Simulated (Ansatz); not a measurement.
HO4S, SMILES S([O-])(O)(=O)=O, charge -1.

Coordinates come from a PBE0-D3(BJ)/def2-SVPD optimisation. Other conformers were not sampled.

Two levels are set side by side: PBE/def2-SVPD (Ansatz, an electronic-structure program) and CAM-B3LYP/def2-SVPD (Ansatz). Energy differences of separate SCF runs at the same geometry; the states with an electron removed or added have multiplicity 2. Differences are taken from unrounded values.

```csv
quantity,PBE
vertical ionisation energy (eV),4.56
vertical singlet–triplet gap (eV),5.18
```

Task: These are the PBE values. What does CAM-B3LYP give? (Estimate from the structure and the level; the computed values follow.)

Result: 
```
quantity                           CAM-B3LYP  PBE minus CAM-B3LYP
---------------------------------  ---------  -------------------
vertical ionisation energy (eV)         5.29                -0.73
vertical singlet–triplet gap (eV)       6.10                -0.92
```
